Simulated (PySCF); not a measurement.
Vibration and rotation of ZnAs

B97-3 constants of ZnAs, ⁴Σ⁻ (quartet), unpaired electrons σ ↑, π ↑↑ (basis Zn pcseg-1, As pcseg-1; no relativity; PySCF 2.14; masses 63.9291 and 74.9216 u):

* ωe: 126.4 cm⁻¹
* ωexe: 2.06 cm⁻¹
* Be: 0.068307 cm⁻¹
* αe: 0.000929 cm⁻¹
* D (centrifugal): 7.98e-08 cm⁻¹
* De to Zn + As: 0.256 eV

(1) Give the vibrational terms G(v) and spacings up to v = 6.

(2) How well does the Morse estimate ωe²/(4ωexe) reproduce De, and what is D0?

The bond is weak. Basis-set superposition, not corrected here, can be much of De in a small basis, most of all at correlated wavefunction levels. Functionals without a dispersion term scatter widely for such bonds, and LDA overbinds them. Spin–orbit coupling is left out. The state was picked by a PBE0 search and need not be the measured ground state.

## Answers

(1) G(v) = ωe(v+½) − ωexe(v+½)².

| v | G(v) (cm⁻¹) | G(v) − G(v−1) | Bv (cm⁻¹) |
| --- | --- | --- | --- |
| 0 | 63 |  | 0.06784 |
| 1 | 185 | 122 | 0.06691 |
| 2 | 303 | 118 | 0.06598 |
| 3 | 417 | 114 | 0.06506 |
| 4 | 527 | 110 | 0.06413 |
| 5 | 633 | 106 | 0.06320 |
| 6 | 735 | 102 | 0.06227 |

(2) It gives 0.240 eV, 94 % of the computed De. D0 = De − G(0) = 0.256 − 0.008 = 0.248 eV.
